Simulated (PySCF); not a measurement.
Species: C2H8OSeSi.
Numbering: `[CH3:1][CH2:2][Si@@H:3]([OH:4])[SeH:5]` (hydrogens: H6, H7, H8 on C1; H9, H10 on C2; H11 on Si3; H12 on O4; H13 on Se5)

Computed by this run: PBE0-D3(BJ)/def2-SVP geometry optimisation, gas phase in PySCF 2.14.0; density fitting, grid level 1; the optimiser is geomeTRIC in internal coordinates, started from a GFN2-xTB structure with every atom displaced at random (about 0.01 Å).

Step 5: E = -77451.7852 eV
```
atom  x, y, z in Å  |  force x, y, z in eV/Å
C1     -1.6170    0.2660    0.9681    0.012   0.023  -0.100
C2     -0.7097    0.1721   -0.2609   -0.078   0.041   0.159
Si3     1.0679   -0.1583    0.1833    0.150  -0.025  -0.081
O4      1.1096   -1.5863    1.0420    0.033   0.066  -0.011
Se5     2.4062   -0.4260   -1.6716   -0.081  -0.002   0.011
H6     -2.6625    0.4635    0.6849   -0.002  -0.005   0.003
H7     -1.5943   -0.6707    1.5436   -0.006  -0.015   0.023
H8     -1.3017    1.0774    1.6435    0.003  -0.003   0.005
H9     -1.0472   -0.6236   -0.9445    0.023  -0.036  -0.023
H10    -0.7327    1.1067   -0.8477   -0.008   0.002  -0.013
H11     1.6555    0.9628    0.9842   -0.049   0.032  -0.005
H12     1.9761   -1.8116    1.3955   -0.027  -0.073   0.022
H13     2.5264    1.0289   -1.8584    0.030  -0.004   0.010
```

Step 6: E = -77451.7901 eV
```
atom  x, y, z in Å  |  force x, y, z in eV/Å
C1     -1.6181    0.2637    0.9787    0.007  -0.013  -0.067
C2     -0.7282    0.1647   -0.2614   -0.043   0.023   0.100
Si3     1.0592   -0.1554    0.1565    0.066  -0.052  -0.020
O4      1.1042   -1.5828    1.0195    0.073   0.117   0.019
Se5     2.3818   -0.4213   -1.7057   -0.053   0.026  -0.002
H6     -2.6689    0.4524    0.7093    0.000  -0.001  -0.001
H7     -1.5823   -0.6681    1.5631   -0.001   0.008   0.004
H8     -1.2977    1.0826    1.6422    0.003   0.003   0.009
H9     -1.0707   -0.6386   -0.9347    0.017  -0.014  -0.013
H10    -0.7635    1.0951   -0.8544   -0.011  -0.006  -0.017
H11     1.6447    0.9765    0.9437   -0.019   0.013  -0.001
H12     1.9671   -1.7920    1.3935   -0.056  -0.076  -0.014
H13     2.6491    1.0243   -1.7885    0.017  -0.027   0.004
```

Step 7: E = -77451.7954 eV
```
atom  x, y, z in Å  |  force x, y, z in eV/Å
C1     -1.6247    0.2601    0.9880   -0.006  -0.040   0.007
C2     -0.7412    0.1634   -0.2533    0.023  -0.012  -0.024
Si3     1.0579   -0.1411    0.1362   -0.053  -0.062   0.068
O4      1.1028   -1.5661    1.0038    0.062   0.121   0.051
Se5     2.3432   -0.4095   -1.7454   -0.002   0.037  -0.025
H6     -2.6795    0.4315    0.7224    0.002   0.004  -0.002
H7     -1.5741   -0.6661    1.5817    0.004   0.024  -0.015
H8     -1.3125    1.0884    1.6437    0.001   0.009   0.007
H9     -1.0764   -0.6514   -0.9186    0.002   0.014   0.002
H10    -0.7935    1.0869   -0.8562   -0.009  -0.012  -0.012
H11     1.6431    1.0027    0.9065    0.021  -0.010  -0.004
H12     1.9585   -1.7960    1.3815   -0.045  -0.038  -0.052
H13     2.7732    0.9984   -1.7284    0.001  -0.034   0.000
```

Question: Estimate the geometry and energy of step 8. (The exact step hangs on the optimiser's Hessian estimate; all steps are aligned on step 7, rigid shifts and turns removed.)

Answer: E = -77451.7985 eV, largest force 0.124 eV/Å
```
atom  x, y, z in Å  |  force x, y, z in eV/Å
C1     -1.6320    0.2565    0.9923   -0.014  -0.034   0.044
C2     -0.7464    0.1663   -0.2459    0.047  -0.023  -0.083
Si3     1.0582   -0.1262    0.1313   -0.086  -0.048   0.076
O4      1.1033   -1.5457    1.0050    0.017   0.078   0.065
Se5     2.3121   -0.4002   -1.7688    0.023   0.027  -0.032
H6     -2.6883    0.4144    0.7245    0.002   0.005  -0.002
H7     -1.5717   -0.6670    1.5890    0.004   0.020  -0.016
H8     -1.3310    1.0900    1.6470    0.000   0.007   0.001
H9     -1.0720   -0.6556   -0.9080   -0.005   0.019   0.008
H10    -0.8101    1.0845   -0.8559   -0.006  -0.008   0.000
H11     1.6525    1.0221    0.8872    0.028  -0.013  -0.008
H12     1.9575   -1.8075    1.3626   -0.008  -0.009  -0.055
H13     2.8445    0.9696   -1.6984   -0.002  -0.020   0.002
```

The energy changes by -0.0032 eV. The first-order estimate −F·Δx gives -0.0047 eV and the mean of the old and new forces, exact on a quadratic surface, -0.0034 eV. The step makes an angle of 78° with the force vector and moves no atom by more than 0.083 Å.

The cost below is that of the whole optimisation. On Arm Neoverse V1, one thread, on a shared host, this took 2.4 min and 0.51 GiB of memory at its peak.
